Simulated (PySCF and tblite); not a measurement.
The numbers below are computed, except where a source is named.
C₅H₇NSi, numbered as in [N:1]#[C:2]/[CH:3]=[CH:4]/[CH:5]=[CH:6]\[SiH3:7].

The ensemble was built from 60 distance-geometry starts (ETKDG and KDG, MMFF94s, GFN2-xTB) and rests on GFN2-xTB geometries. Weights use PBE0-D3(BJ)/pcSseg-1 energies plus GFN2-xTB zero-point and thermal terms (modes under about 100 cm⁻¹ blended into free rotors). Symmetry numbers and mirror images are counted. Conformers within 2.5 kcal/mol (GFN2-xTB free energy) were kept, 6 at most. Programs: PySCF with density fitting and tblite.

Rotational constants are equilibrium values for the commonest isotopes; dipoles come from the energy level named.

Torsions listed: C3–C4–C5–C6. Of a mirror pair one member is shown.

| conformer | shape | symmetry | weight % |
| --- | --- | --- | --- |
| 1 | 180° | Cs | 99.1 |
| 2 | 33° | C1 (pair) | 0.9 |

Sets of constants, in random order:

| set | A (MHz) | B (MHz) | C (MHz) | abs μa (D) | abs μb (D) | abs μc (D) |
| --- | --- | --- | --- | --- | --- | --- |
| P | 4270 | 1090 | 888 | 4.03 | 1.76 | 0.31 |
| Q | 5574 | 840 | 736 | 3.66 | 2.56 | 0.00 |

Question: Match each set to its conformer.

Answer: P is conformer 2, Q is conformer 1.
